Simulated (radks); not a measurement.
Re+, 74 electrons, occupied as [Xe] 4f13 5d5 6s2 (not the ground configuration). All-electron calculation, scalar-relativistic Kohn-Sham, PBE, spin-unpolarised, spherical densities, finite nucleus; Fermi nuclear charge, rms radius 5.3698 fm. Program: a radial shooting solver on a logarithmic mesh with Libxc functionals.

X-ray form factor f0, the Fourier transform of the density (f0(0) = 74):

sin(theta)/lambda (1/angstrom),f0 (electrons)
0.05,72.994
0.1,70.338
0.15,66.804
0.2,63.035
0.25,59.358
0.3,55.879
0.4,49.574
0.5,44.125
0.6,39.454
0.8,31.925
1,26.174
1.25,21.035
1.5,17.733
2,13.997
